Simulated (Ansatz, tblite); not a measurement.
Removing and adding an electron: Al6P6H18, a cluster cut from wurtzite AlP (hydrogen-capped). Total charge 0; singlet. Geometry: PBE-D4/def2-SVP. Ansatz, gas phase; energy differences of separate SCF runs; the oxidised species was run as a doublet alone; the reduced species was run as a doublet alone.

```xyz
30

P    -0.637    0.673   -2.661
Al   -2.252   -0.551   -1.313
Al    1.095   -2.618   -1.464
P    -0.992   -2.253   -0.268
P    -2.542    1.147    0.407
Al   -1.151   -2.059    2.153
Al    1.539    1.284   -1.756
P     2.295   -0.662   -0.652
P     0.719    2.725    0.026
Al   -0.676    1.834    1.811
Al    2.693   -0.199    1.704
P     0.374   -0.185    2.441
H    -0.419   -0.066   -3.863
H    -1.264    1.834   -3.219
H    -3.605   -0.838   -2.109
H     0.780   -2.342   -3.025
H     1.806   -3.966   -0.975
H    -1.806   -3.386   -0.599
H    -3.159    2.306   -0.167
H    -3.604    0.726    1.262
H    -2.632   -1.494    2.467
H    -0.583   -3.373    2.869
H     2.428    2.082   -2.815
H     3.602   -0.767   -1.233
H     0.087    3.876   -0.547
H     1.846    3.361    0.627
H    -1.097    2.959    2.862
H     3.504   -1.397    2.390
H     3.208    1.331    1.785
H     0.442    0.017    3.860
```

The xTB rows come from tblite. Single mean-field runs in def2-TZVP are fitted with def2-universal-jkfit.

Task: Estimate orbital energies and vertical ionisation energies and electron affinities at: GFN1-xTB; GFN2-xTB; PBE-D4/def2-TZVP; PBE0-D4/def2-TZVP.

Result: 
```json
{"level": "GFN1-xTB", "−HOMO (eV)": "10.55", "vertical IE (eV)": "12.34", "−LUMO (eV)": "6.60", "vertical EA (eV)": "4.87", "HOMO–LUMO gap (eV)": "3.95", "IE − EA (eV)": "7.47", "remarks": "–"}
{"level": "GFN2-xTB", "−HOMO (eV)": "10.25", "vertical IE (eV)": "12.08", "−LUMO (eV)": "7.53", "vertical EA (eV)": "5.77", "HOMO–LUMO gap (eV)": "2.73", "IE − EA (eV)": "6.31", "remarks": "–"}
{"level": "PBE-D4/def2-TZVP", "−HOMO (eV)": "6.32", "vertical IE (eV)": "–", "−LUMO (eV)": "2.57", "vertical EA (eV)": "0.93", "HOMO–LUMO gap (eV)": "3.74", "IE − EA (eV)": "–", "remarks": "HOMO above zero (-1 doublet)"}
{"level": "PBE0-D4/def2-TZVP", "−HOMO (eV)": "7.40", "vertical IE (eV)": "8.71", "−LUMO (eV)": "1.81", "vertical EA (eV)": "0.74", "HOMO–LUMO gap (eV)": "5.59", "IE − EA (eV)": "7.97", "remarks": "HOMO above zero (-1 doublet)"}
```

Run but left out: PBE-D4/def2-TZVP (charge +1 doublet: an occupied level 0.05 eV above an empty one).   A HOMO above zero means that the electron is unbound at that level or that self-interaction error raises the level; the energy of removing that electron tells which. Raw xTB energy differences between charge states are shifted by several eV; the methods need an empirical correction for them. Sets without diffuse functions give affinities that are too small.
